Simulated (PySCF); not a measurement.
Record of a relaxation.

Species: ReF7 (singlet state).
Numbering: `[F:1][Re:2]([F:3])([F:4])([F:5])([F:6])([F:7])[F:8]`

Computed by this run: PySCF, PBE0-D3(BJ)/def2-SVP geometry optimisation, gas phase, def2 core potentials past Kr; density fitting, grid level 1; the optimiser is geomeTRIC in internal coordinates, started from a GFN2-xTB structure with every atom displaced at random (about 0.01 Å). The frame can shift and turn from step to step; on so coarse a grid that alone can change the energy by a few meV, and forces under 0.02 eV/Å are noise.

Step 0: E = -21117.4452 eV, largest atomic force 2.622 eV/Å
```
atom  x, y, z in Å  |  force x, y, z in eV/Å
F1     -0.146    0.571   -1.660   -0.295   0.911  -2.441
Re2    -0.005   -0.003   -0.005    0.924   0.122   0.452
F3     -1.567    0.894    0.458   -0.137   0.206   0.055
F4      0.701   -1.598   -0.645   -0.165  -0.399  -0.066
F5      0.468    1.690    0.553    0.035   0.557   0.176
F6      0.164   -0.589    1.655    0.200  -0.714   1.943
F7      1.848    0.157   -0.136    0.203   0.123   0.079
F8     -1.409   -1.140   -0.273   -0.764  -0.805  -0.199
```

Step 1: E = -21117.2063 eV, largest atomic force 2.850 eV/Å
```
atom  x, y, z in Å  |  force x, y, z in eV/Å
F1      0.251    0.259   -1.398    0.262  -0.931   2.681
Re2     0.406   -0.357    0.404   -1.335  -0.339  -0.342
F3     -1.167    0.528    0.832    0.271  -0.121  -0.044
F4      1.056   -1.986   -0.218   -0.102   0.418   0.129
F5      0.854    1.405    0.959   -0.129  -1.208  -0.394
F6      0.564   -0.975    2.189   -0.259   0.853  -2.377
F7      2.253   -0.206    0.311   -0.309   0.073   0.046
F8     -1.096   -1.566    0.121    1.599   1.254   0.301
```

Step 2: E = -21117.5171 eV, largest atomic force 1.105 eV/Å
```
atom  x, y, z in Å  |  force x, y, z in eV/Å
F1      0.255    0.233   -1.341    0.062  -0.345   1.048
Re2     0.394   -0.358    0.404   -0.736  -0.298  -0.348
F3     -1.179    0.511    0.828    0.134   0.556   0.167
F4      1.055   -1.970   -0.216    0.145  -0.063  -0.031
F5      0.889    1.362    0.941   -0.691  -0.056   0.039
F6      0.542   -0.955    2.136   -0.088   0.285  -0.777
F7      2.232   -0.187    0.318    0.429  -0.402  -0.143
F8     -1.069   -1.533    0.130    0.745   0.322   0.045
```

Step 3: E = -21117.4327 eV, largest atomic force 1.828 eV/Å
```
atom  x, y, z in Å  |  force x, y, z in eV/Å
F1      0.265    0.221   -1.314    0.005   0.010   0.014
Re2     0.401   -0.359    0.402   -0.645  -0.214  -0.190
F3     -1.127    0.580    0.845   -1.419  -0.842  -0.180
F4      1.047   -1.976   -0.218    0.412  -0.436  -0.182
F5      0.766    1.375    0.956    1.822   0.071  -0.130
F6      0.545   -0.948    2.110    0.024  -0.033   0.131
F7      2.246   -0.246    0.297    0.006   0.722   0.272
F8     -1.024   -1.543    0.122   -0.205   0.723   0.264
```

Step 4: E = -21117.5764 eV, largest atomic force 0.494 eV/Å
```
atom  x, y, z in Å  |  force x, y, z in eV/Å
F1      0.258    0.222   -1.312   -0.007   0.018  -0.016
Re2     0.395   -0.359    0.403   -0.398  -0.179  -0.168
F3     -1.160    0.547    0.836   -0.444  -0.076   0.004
F4      1.060   -1.971   -0.217    0.131  -0.309  -0.115
F5      0.829    1.365    0.947    0.491  -0.015  -0.048
F6      0.538   -0.947    2.111    0.006  -0.029   0.133
F7      2.240   -0.225    0.306    0.146   0.318   0.122
F8     -1.040   -1.528    0.128    0.074   0.272   0.089
```

Step 5: E = -21117.5760 eV, largest atomic force 0.536 eV/Å
```
atom  x, y, z in Å  |  force x, y, z in eV/Å
F1      0.255    0.218   -1.315    0.028  -0.027   0.007
Re2     0.392   -0.364    0.400   -0.004  -0.069   0.005
F3     -1.168    0.559    0.830    0.004  -0.149  -0.045
F4      1.042   -1.998   -0.218    0.410   0.338   0.070
F5      0.862    1.352    0.936   -0.109   0.177   0.068
F6      0.528   -0.948    2.114   -0.020   0.021  -0.035
F7      2.246   -0.193    0.328   -0.102  -0.493  -0.160
F8     -1.038   -1.523    0.126   -0.206   0.203   0.090
```

Step 6: E = -21117.5918 eV, largest atomic force 0.194 eV/Å
```
atom  x, y, z in Å  |  force x, y, z in eV/Å
F1      0.255    0.218   -1.314    0.017  -0.013   0.001
Re2     0.390   -0.362    0.400    0.055  -0.070   0.005
F3     -1.173    0.554    0.829    0.056  -0.014  -0.010
F4      1.061   -1.989   -0.217    0.041   0.174   0.046
F5      0.862    1.354    0.937   -0.073   0.058   0.024
F6      0.526   -0.947    2.115   -0.019   0.020  -0.029
F7      2.245   -0.211    0.322   -0.070  -0.175  -0.048
F8     -1.045   -1.515    0.130   -0.007   0.020   0.011
```

Step 7: E = -21117.5935 eV, largest atomic force 0.117 eV/Å
```
atom  x, y, z in Å  |  force x, y, z in eV/Å
F1      0.266    0.214   -1.317   -0.008   0.012   0.014
Re2     0.390   -0.361    0.401   -0.060   0.031  -0.006
F3     -1.170    0.559    0.825   -0.018   0.002  -0.020
F4      1.057   -1.982   -0.212    0.041  -0.105  -0.033
F5      0.863    1.357    0.938    0.023  -0.018  -0.016
F6      0.518   -0.942    2.116   -0.005   0.001   0.015
F7      2.242   -0.229    0.322    0.056   0.037   0.032
F8     -1.047   -1.512    0.128   -0.029   0.041   0.016
```

Step 8: E = -21117.5943 eV, largest atomic force 0.033 eV/Å
```
atom  x, y, z in Å  |  force x, y, z in eV/Å
F1      0.270    0.214   -1.317    0.017  -0.008  -0.013
Re2     0.390   -0.362    0.400    0.011  -0.001   0.003
F3     -1.168    0.567    0.814   -0.004   0.023   0.002
F4      1.055   -1.989   -0.207   -0.024  -0.014  -0.017
F5      0.870    1.355    0.934    0.016  -0.012  -0.003
F6      0.510   -0.939    2.117   -0.015   0.009   0.017
F7      2.245   -0.238    0.331    0.001   0.021   0.016
F8     -1.052   -1.504    0.128   -0.002  -0.018  -0.005
```

Step 9: E = -21117.5951 eV, largest atomic force 0.119 eV/Å
```
atom  x, y, z in Å  |  force x, y, z in eV/Å
F1      0.296    0.203   -1.322    0.008   0.003  -0.010
Re2     0.389   -0.362    0.400    0.079  -0.041   0.015
F3     -1.161    0.591    0.792    0.035   0.024  -0.018
F4      1.042   -2.002   -0.198   -0.080   0.081   0.034
F5      0.888    1.350    0.929   -0.019   0.010  -0.001
F6      0.483   -0.929    2.123   -0.008   0.002  -0.013
F7      2.248   -0.260    0.351   -0.047  -0.031   0.009
F8     -1.066   -1.487    0.125    0.030  -0.048  -0.016
```

Step 10: E = -21117.5939 eV, largest atomic force 0.378 eV/Å
```
atom  x, y, z in Å  |  force x, y, z in eV/Å
F1      0.417    0.158   -1.338    0.024  -0.036  -0.024
Re2     0.389   -0.365    0.399    0.194  -0.091   0.056
F3     -1.113    0.705    0.664    0.091  -0.011   0.023
F4      0.971   -2.061   -0.137   -0.196   0.312   0.087
F5      0.974    1.325    0.906   -0.085   0.060   0.023
F6      0.352   -0.876    2.143    0.011   0.010  -0.084
F7      2.253   -0.380    0.463   -0.143  -0.119  -0.050
F8     -1.123   -1.403    0.101    0.102  -0.126  -0.030
```

Step 11: E = -21117.5978 eV, largest atomic force 0.149 eV/Å
```
atom  x, y, z in Å  |  force x, y, z in eV/Å
F1      0.367    0.176   -1.333    0.013   0.001  -0.006
Re2     0.390   -0.363    0.400    0.080  -0.029   0.015
F3     -1.134    0.656    0.722    0.042   0.011  -0.006
F4      0.997   -2.034   -0.164   -0.067   0.124   0.048
F5      0.936    1.338    0.916   -0.025   0.013  -0.001
F6      0.410   -0.899    2.135    0.004  -0.004  -0.024
F7      2.252   -0.331    0.412   -0.081  -0.053  -0.011
F8     -1.098   -1.440    0.112    0.033  -0.062  -0.015
```

Step 12: E = -21117.5978 eV, largest atomic force 0.029 eV/Å
```
atom  x, y, z in Å  |  force x, y, z in eV/Å
F1      0.348    0.188   -1.329    0.000  -0.019  -0.003
Re2     0.389   -0.363    0.400   -0.006  -0.006   0.005
F3     -1.141    0.638    0.742    0.010  -0.012  -0.016
F4      1.008   -2.022   -0.172   -0.025   0.009  -0.005
F5      0.923    1.342    0.918   -0.011   0.018   0.018
F6      0.433   -0.909    2.131   -0.002   0.011  -0.006
F7      2.248   -0.313    0.392    0.021  -0.018   0.011
F8     -1.088   -1.459    0.118    0.014   0.017  -0.005
```

Step 13: E = -21117.5979 eV, largest atomic force under 0.02 eV/Å
```
atom  x, y, z in Å  |  force x, y, z in eV/Å
F1      0.346    0.186   -1.330    0.013   0.000  -0.001
Re2     0.390   -0.362    0.400   -0.006   0.001   0.004
F3     -1.141    0.638    0.742   -0.002   0.004  -0.011
F4      1.006   -2.021   -0.173   -0.001  -0.002   0.000
F5      0.921    1.343    0.920    0.005  -0.001  -0.002
F6      0.434   -0.908    2.131   -0.009  -0.001  -0.001
F7      2.249   -0.314    0.393    0.003  -0.004   0.006
F8     -1.087   -1.457    0.117   -0.003   0.002   0.005
```

**Question.** Summarise the path.

**Answer.** The energy falls by 14.74 kJ/mol from step 0 to step 13; nine tenths of that is first reached at step 6. It rises by more than 0.2 meV at steps 1, 3, 5 and 10. The largest force goes from 2.622 to under 0.02 eV/Å. Among the bonds F1–Re2 changes most, from 1.757 to 1.815 Å; the atoms move by 0.035 Å rms after alignment.

What follows is the cost of the whole optimisation. The run took 3.6 min wall, 2.5 min CPU on one thread of an Intel Xeon Platinum 8488C, on a shared host, and the process peaked at 0.56 GiB of memory.
